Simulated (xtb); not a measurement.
CH₅O, SMILES C[OH2+], charge +1. All values are semi-empirical tight-binding results from xtb (GFN2-xTB unless named), good for trends rather than for accurate numbers. Geometry optimised at GFN2-xTB. The isomer is the one that the SMILES or the coordinates give; other isomers of the formula were not compared.

Optimised geometry:

Bond lengths (Å): C1–O2 1.463, C1–H3 1.089, C1–H4 1.089, C1–H5 1.089, O2–H6 0.982, O2–H7 0.982. Bond angles (°): O2–C1–H3 107.7, O2–C1–H4 107.7, O2–C1–H5 111.9, H3–C1–H4 109.0, H3–C1–H5 110.3, H4–C1–H5 110.3, C1–O2–H6 110.6, C1–O2–H7 110.6, H6–O2–H7 110.7.
Charge +1, spin multiplicity 1.

```
Item                                             Value
--------------------------------------  --------------
point group as xtb finds it                         Cs
orbital gap                                   10.36 eV
zero-point energy                        38.0 kcal/mol
G − E(el) at 298.15 K (modified RRHO)    23.5 kcal/mol
static polarisability (D4 model)            20.2 bohr³
solvation energy, GFN2-xTB/ALPB(water)  -81.8 kcal/mol
solvation energy, GFN2-xTB/ALPB(dmso)   -73.8 kcal/mol
```

Computed IR lines (harmonic; lines under 4 % of the strongest left out, lines within 3 cm⁻¹ merged):
ν (cm⁻¹): 297 (m), 896 (vs), 938 (w), 1116 (w), 1359 (m), 1404 (w), 1410 (w), 1422 (w), 3064 (w), 3251 (s), 3259 (m) (against the strongest line: vs over 80 %, s over 45 %, m over 15 %, w over 4 %, vw less)

Computed atomic charges and the Wiberg bond orders between heavy atoms:
charges (e) C1 -0.04, O2 -0.20, H3 0.15, H4 0.15, H5 0.13, H6 0.41, H7 0.41. Bond orders C1–O2 0.88.
